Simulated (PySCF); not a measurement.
A structure optimised at B3LYP-D3(BJ)/def2-TZVP, used in a PySCF frequency run:

```xyz
6

B     -0.4894    -0.0734     0.0000
H     -1.6786    -0.1526     0.0000
F      0.2362    -1.2035     0.0000
N      0.1655     1.1544     0.0000
H      1.1692     1.2401     0.0000
H     -0.3274     2.0300     0.0000
```
Charge 0, spin multiplicity 1.

### Question
Write its SMILES, formula and point group.

### Answer
NBF, BFH3N, Cs

### Question
What are its rotational constants (standard atomic weights)?

### Answer
60.784, 9.7941, 8.4350 GHz
